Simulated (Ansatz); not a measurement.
`N=C=[CH][GaH2]` + H₂O → `[OH][GaH2]` + `C=C=N` at 500 K and 1 bar (formal hydrolysis of a Ga–C bond).

Gas-phase electronic energies from Ansatz, PBE0-D4/def2-TZVP geometries. CCSD(T)/CBS adds triple-zeta CCSD(T) − MP2 to the extrapolated MP2 energy (def2 sets, frozen cores). This one scheme is used for every species. For Ga outer-core shells are correlated without core-valence functions, which leaves a few kJ/mol of doubt a bond. Scalar relativity is left out up to krypton. One conformer a species, not always the lowest.

| species | CCSD(T)/CBS energy (Eh) | H − E (kJ/mol) | S (J/(mol·K)) |
| --- | --- | --- | --- |
| `N=C=[CH][GaH2]` | -2057.09147 | 164.9 | 368.7 |
| H₂O | -76.37941 | 73.2 | 206.3 |
| `[OH][GaH2]` | -2000.92981 | 96.0 | 296.8 |
| `C=C=N` | -132.55079 | 140.3 | 282.8 |

H − E and S are ideal-gas, rigid-rotor, harmonic terms from PBE0-D4/def2-TZVP, for one conformer and one mirror image of each species. 1 Eh = 2625.50 kJ/mol, R = 8.31446 J/(mol·K).

**Question.** By hand: ΔE, ΔH, ΔS and ΔG.

**Answer.** ΔE = (-2000.92981) + (-132.55079) − (-2057.09147) − (-76.37941) = -0.00972 Eh = -25.5 kJ/mol. Δ(H − E) = 96.0 + 140.3 − 164.9 − 73.2 = -1.8, so ΔH = -27.3 kJ/mol. ΔS = 296.8 + 282.8 − 368.7 − 206.3 = 4.6 J/(mol·K). ΔG = -27.3 − 500 × (4.6)/1000 = -29.6 kJ/mol.

**Question.** By hand: the equilibrium constant, and the temperature at which ΔG would vanish if ΔH and ΔS stayed fixed.

**Answer.** log₁₀ K = −ΔG/(RT ln 10) = 3.1. ΔH and −TΔS have one sign here, so there is no such temperature.

The number of gas molecules stays the same, so ΔS is small and ΔH decides. A doubt of 5 kJ/mol in ΔE shifts log₁₀ K by 0.5 here. Other conformers and mirror images would add mixing entropy, several J/(mol·K) or more a flexible species. These are equilibria of isolated gas molecules and say nothing of rates. Largest T1 diagnostic: 0.015 (customary marks: 0.02 for closed shells, 0.045 for open ones).

ΔS is within the doubt of such terms, so its sign, and with it that verdict, could turn.
